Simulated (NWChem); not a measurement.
# CaBrCl; SMILES [Br][Ca][Cl]

```xyz
3

Ca     0.0208     0.5828     0.0000
Cl    -0.1954     3.1181     0.0000
Br     0.2498    -2.1020     0.0000
```
Atoms are numbered in this order, from 1.

Program: NWChem. All runs use the structure optimised with B3LYP/6-31G* (spherical d). Vzz is the largest principal value of the second derivative of the potential at the nucleus (NWChem prints the opposite sign); η is the asymmetry. Non-relativistic.

For level PBE0/def2-SVP:

```
Property        Result
--------------  ------
Vzz Ca1 (a.u.)  -0.848
Vzz Cl2 (a.u.)   0.287
Vzz Br3 (a.u.)   0.770
```

### Question
How do the values read with level CAM-B3LYP/cc-pVTZ instead?

### Answer
| Quantity | Value |
|---|---|
| Vzz Ca1 (a.u.) | -1.188 |
| Vzz Cl2 (a.u.) | 0.233 |
| Vzz Br3 (a.u.) | 0.631 |
